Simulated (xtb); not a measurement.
C3H5, doublet, from a rough starting geometry; GFN2-xTB (xtb).

xtb was given this input:
```
$ xtb mol.xyz --gfn 2 --uhf 1 --opt vtight --json

# file mol.xyz
8

C     -0.68957479     0.45347626    -0.87364352
C      0.04857198    -0.36243676    -0.21218339
C      0.64056128    -0.16465023     0.97538400
H     -1.18205448     0.18118823    -1.86946580
H     -0.89197783     1.46890496    -0.49235682
H      0.29765688    -1.43283267    -0.57148631
H      1.23642431    -0.88840936     1.57630612
H      0.46382962     0.71279898     1.50124568
```

### Question
Write the output that xtb gives for this input, abridged.

### Answer

```
   ID    Z sym.   atoms
    1    6 C      1-3
    2    1 H      4-8

           -------------------------------------------------
          |                Calculation Setup                |
           -------------------------------------------------

           -------------------------------------------------
          |                 G F N 2 - x T B                 |
           -------------------------------------------------

          ...................................................
          :                      SETUP                      :
          :.................................................:
          :  # basis functions                  17          :
          :  # atomic orbitals                  17          :
          :  # shells                           11          :
          :  # electrons                        17          :
          :  max. iterations                   250          :
          :  Hamiltonian                  GFN2-xTB          :
          :  restarted?                      false          :
          :  GBSA solvation                  false          :
          :  PC potential                    false          :
          :  electronic temp.          300.0000000     K    :
          :  accuracy                    1.0000000          :
          :  -> integral cutoff          0.2500000E+02      :
          :  -> integral neglect         0.1000000E-07      :
          :  -> SCF convergence          0.1000000E-05 Eh   :
          :  -> wf. convergence          0.1000000E-03 e    :
          :  Broyden damping             0.4000000          :
          :  net charge                          0          :
          :  unpaired electrons                  1          :
          ...................................................

 iter      E             dE          RMSdq      gap      omega  full diag
   1     -9.0147211 -0.901472E+01  0.413E+00    5.21       0.0  T
   2     -9.0361638 -0.214427E-01  0.244E+00    4.94       1.0  T
   3     -9.0360739  0.898559E-04  0.984E-01    5.14       1.0  T
   4     -9.0362410 -0.167104E-03  0.397E-01    4.96       1.0  T
   5     -9.0372565 -0.101547E-02  0.135E-01    5.01       1.0  T
   6     -9.0373858 -0.129277E-03  0.405E-02    5.02       1.0  T
   7     -9.0373860 -0.209874E-06  0.345E-03    5.02      10.3  T
   8     -9.0373860 -0.155961E-07  0.118E-03    5.02      30.0  T
   9     -9.0373860 -0.146783E-08  0.165E-04    5.02     214.7  T
  10     -9.0373860 -0.287237E-11  0.393E-05    5.02     899.7  T

   *** convergence criteria satisfied after 10 iterations ***

         :::::::::::::::::::::::::::::::::::::::::::::::::::::
         ::                     SUMMARY                     ::
         :::::::::::::::::::::::::::::::::::::::::::::::::::::
         :: total energy              -8.850207181425 Eh    ::
         :: gradient norm              0.194298759763 Eh/a0 ::
         :: HOMO-LUMO gap              5.018166117009 eV    ::
         ::.................................................::
         :: SCC energy                -9.037385799544 Eh    ::
         :: -> isotropic ES            0.001143902935 Eh    ::
         :: -> anisotropic ES          0.002173373652 Eh    ::
         :: -> anisotropic XC          0.009838599128 Eh    ::
         :: -> dispersion             -0.002861546959 Eh    ::
         :: repulsion energy           0.187178618120 Eh    ::
         :: add. restraining           0.000000000000 Eh    ::
         :: total charge               0.000000000000 e     ::
         :::::::::::::::::::::::::::::::::::::::::::::::::::::

      -----------------------------------------------------------
     |                   =====================                   |
     |                        A N C O P T                        |
     |                   =====================                   |
     |               Approximate Normal Coordinate               |
[...]
 * total energy  :    -8.8502072 Eh     change       -0.4463985E-11 Eh
 * total energy  :    -8.8674432 Eh     change       -0.1723598E-01 Eh
 * total energy  :    -8.8694717 Eh     change       -0.2028538E-02 Eh
 * total energy  :    -8.8695975 Eh     change       -0.1257827E-03 Eh
 * total energy  :    -8.8696574 Eh     change       -0.5995903E-04 Eh
 * total energy  :    -8.8696616 Eh     change       -0.4175057E-05 Eh
 * total energy  :    -8.8696632 Eh     change       -0.1580304E-05 Eh
 * total energy  :    -8.8696634 Eh     change       -0.1684421E-06 Eh
 * total energy  :    -8.8696634 Eh     change       -0.3302227E-07 Eh
   *** GEOMETRY OPTIMIZATION CONVERGED AFTER 9 ITERATIONS ***
         :: total energy              -8.869663400339 Eh    ::
[...]
      -------------------------------------------------------------
         1        2.0000           -0.6194885             -16.8571
         2        2.0000           -0.5823651             -15.8470
         3        2.0000           -0.5416423             -14.7388
         4        2.0000           -0.5087887             -13.8448
         5        2.0000           -0.4806907             -13.0803
         6        2.0000           -0.4494808             -12.2310
         7        2.0000           -0.4372662             -11.8986
         8        2.0000           -0.4342917             -11.8177
         9        1.0000           -0.3252522              -8.8506 (HOMO)
        10                         -0.1683658              -4.5815 (LUMO)
        11                          0.1278636               3.4793
        12                          0.1431933               3.8965
        13                          0.1851441               5.0380
        14                          0.2768533               7.5336
        15                          0.2977468               8.1021
        16                          0.5157435              14.0341
        17                          0.5555642              15.1177
      -------------------------------------------------------------
                  HL-Gap            0.1568863 Eh            4.2691 eV
             Fermi-level           -0.3132905 Eh           -8.5251 eV

     #   Z          covCN         q      C6AA      α(0)
     1   6 C        2.844    -0.089    30.234     9.011
     2   6 C        2.886    -0.015    28.394     8.736
     3   6 C        2.844    -0.089    30.234     9.011
     4   1 H        0.926     0.038     2.471     2.458
     5   1 H        0.926     0.042     2.428     2.437
     6   1 H        0.925     0.034     2.524     2.484
     7   1 H        0.926     0.038     2.471     2.458
     8   1 H        0.926     0.042     2.428     2.437

 Mol. C6AA /au·bohr⁶  :        584.077084
 Mol. C8AA /au·bohr⁸  :      13238.804858
 Mol. α(0) /au        :         39.032972

Wiberg/Mayer (AO) data.
largest (>0.10) Wiberg bond orders for each atom

 ---------------------------------------------------------------------------
     #   Z sym  total        # sym  WBO       # sym  WBO       # sym  WBO
 ---------------------------------------------------------------------------
     1   6 C    3.741 --     2 C    1.513     4 H    0.983     5 H    0.979
                             3 C    0.252
     2   6 C    3.994 --     1 C    1.513     3 C    1.513     6 H    0.965
     3   6 C    3.741 --     2 C    1.513     7 H    0.983     8 H    0.979
                             1 C    0.252
     4   1 H    0.999 --     1 C    0.983
     5   1 H    0.998 --     1 C    0.979
     6   1 H    0.999 --     2 C    0.965
     7   1 H    0.999 --     3 C    0.983
     8   1 H    0.998 --     3 C    0.979
 ---------------------------------------------------------------------------

Topologies differ in total number of bonds
Writing topology from bond orders to xtbtopo.mol

molecular dipole:
                 x           y           z       tot (Debye)
 q only:        0.001      -0.003      -0.002
   full:        0.001      -0.005      -0.002       0.014
molecular quadrupole (traceless):
                xx          xy          yy          xz          yz          zz
 q only:       -0.384      -0.339       0.227       0.443       0.178       0.157
  q+dip:       -1.621      -1.369       1.107       1.660       0.863       0.514
   full:       -0.870      -0.719       0.632       0.837       0.491       0.238

optimized geometry written to: xtbopt.xyz

           -------------------------------------------------
          | TOTAL ENERGY               -8.869663400339 Eh   |
          | GRADIENT NORM               0.000037693850 Eh/α |
          | HOMO-LUMO GAP               4.269094855841 eV   |
           -------------------------------------------------

normal termination of xtb
```
